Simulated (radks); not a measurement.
Values are calculated unless marked as measured or tabulated.
Valence configurations of Xe II (all share [Kr]). Code: a radial shooting solver on a logarithmic mesh with Libxc functionals. Model: Dirac Kohn-Sham, BLYP, spin-unpolarised, spherical densities, finite nucleus; open shells are shared between the two j in proportion to 2j + 1; Fermi nuclear charge, rms radius 4.7859 fm. Energies are relative to 4d10 5s2 5p5; eigenvalues in eV.

| valence | E (eV) | e(4d3/2) | e(4d5/2) | e(5p1/2) | e(5p3/2) | e(5s1/2) |
|---|---|---|---|---|---|---|
| 4d10 5s2 5p5 | 0.000 | -70.295 | -68.304 | -17.778 | -16.386 | -28.896 |
| 4d9 5s2 5p6 | 55.048 | -77.341 | -75.274 | -19.288 | -17.734 | -31.014 |
| 4d9.5 5s2 5p5.5 | 26.824 | -73.820 | -71.791 | -18.537 | -17.064 | -29.963 |
| 4d10 5s1 5p6 | 12.128 | -71.587 | -69.592 | -18.368 | -16.936 | -29.624 |
| 4d10 5s1.5 5p5.5 | 6.044 | -70.945 | -68.953 | -18.076 | -16.664 | -29.263 |
| 4d9.5 5s1.5 5p6 | 33.048 | -74.454 | -72.423 | -18.827 | -17.335 | -30.320 |

NIST lists [Kr] 4d10 5s2 5p5 as the ground configuration; this level of theory agrees among the configurations tried. The energies are those of spherical spin-averaged densities, not of single terms.
